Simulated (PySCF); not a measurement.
## Orbital energies, ionisation energy and electron affinity

C8H9B.
Cartesian coordinates in Å at the PBE0-D3(BJ)/def2-SVP level; atoms count from 1:
```
atom  x, y, z in Å
C1    -2.1339   -3.4402    0.6178
C2    -2.5393   -2.2949    0.6033
C3    -3.0407   -0.9634    0.5973
C4    -2.3876    0.0967    0.0840
C5    -1.0361    0.0700   -0.5321
B6     0.0202    1.0543    0.0928
C7     1.5039    0.8305   -0.0777
C8     2.7053    0.6361   -0.1967
C9     4.1280    0.4015   -0.3375
H10   -1.7715   -4.4510    0.6332
H11   -4.0276   -0.8130    1.0478
H12   -2.8812    1.0728    0.1503
H13   -1.0985    0.4747   -1.5693
H14   -0.6486   -0.9546   -0.6383
H15   -0.3574    2.0514    0.6702
H16    4.7232    1.2637    0.0005
H17    4.4295   -0.4766    0.2559
H18    4.3866    0.1904   -1.3872
```

Level: CAM-B3LYP/def2-SVPD (PySCF). Frontier orbitals with their largest atomic shares (Löwdin; up to four atoms above 4 %):

| orbital | ε (eV) | main atoms |
| --- | --- | --- |
| HOMO−3 | -9.45 | C7 41 %, C8 35 %, B6 8 %, C9 7 % |
| HOMO−2 | -9.20 | C1 42 %, C2 40 %, C3 7 %, H10 4 % |
| HOMO−1 | -8.88 | C8 34 %, C7 32 %, B6 7 %, C9 7 % |
| HOMO | -7.86 | ? |
| LUMO | -0.62 | B6 38 %, C7 17 %, C8 17 %, C5 9 % |
| LUMO+1 | 0.45 | C4 27 %, C3 20 %, C1 16 %, C2 14 % |
| LUMO+2 | 1.07 | B6 26 %, C9 22 %, C8 15 %, H18 6 % |

Task: What vertical ionisation energy does ΔSCF give, and how far is −ε(HOMO) from it?

Result: ΔSCF: 8.56 eV (826 kJ/mol; threshold wavelength 145 nm); ⟨S²⟩ of the doublet left behind is 0.770, against 0.75 for a pure doublet. −ε(HOMO) is 7.86 eV, 0.70 eV below it. For the exact functional −ε(HOMO) would equal the first vertical ionisation energy; CAM-B3LYP (range-separated hybrid) falls short of its own ΔSCF value by 8 %.

Task: On which atoms does the HOMO lie?

Result: C1 (terminal alkyne carbon) 21 %, C4 (alkene CH carbon) 21 %, C3 (alkene CH carbon) 20 %, C2 (alkyne carbon) 17 %, so no atom holds as much as 40 %. The HOMO−1 lies 1.02 eV lower.

Task: And the vertical electron affinity, the fundamental gap, Mulliken's electronegativity and the hardness (with the factor ½)?

Result: EA = 0.06 eV by ΔSCF (−ε(LUMO) = 0.62 eV). IE − EA = 8.50 eV against an orbital gap of 7.24 eV; (IE + EA)/2 = 4.31 eV; (IE − EA)/2 = 4.25 eV. Parr's electrophilicity index (IE + EA)²/[8(IE − EA)] is 1.09 eV.

Task: How many of the 10 lowest singlet excitations (vertical TDDFT, same level) lie below the ionisation energy?

Result: All 10; they run from 4.03 to 6.93 eV.

Task: What total energies stand behind the ΔSCF value?

Result: E(N) = -334.53788 Eh and E(N − 1) = -334.22329 Eh at the same geometry, 0.31459 Eh apart. With one more electron, E(N + 1) = -334.53992 Eh.

Task: Shift the occupied levels rigidly so that −ε(HOMO) equals the ΔSCF value. What binding energies result?

Result: The shift is +0.70 eV: HOMO 8.56, HOMO−1 9.58, HOMO−2 9.90, HOMO−3 10.15 eV. A rigid shift is only a rough guide to the deeper ionisations.

Task: The lowest singlet excitation (vertical TDDFT, same level) lies at 4.03 eV. How far is it below IE − EA?

Result: IE − EA = 8.50 eV, so by 4.47 eV.

Isolated species at its PBE0-D3(BJ)/def2-SVP geometry (one conformer only).
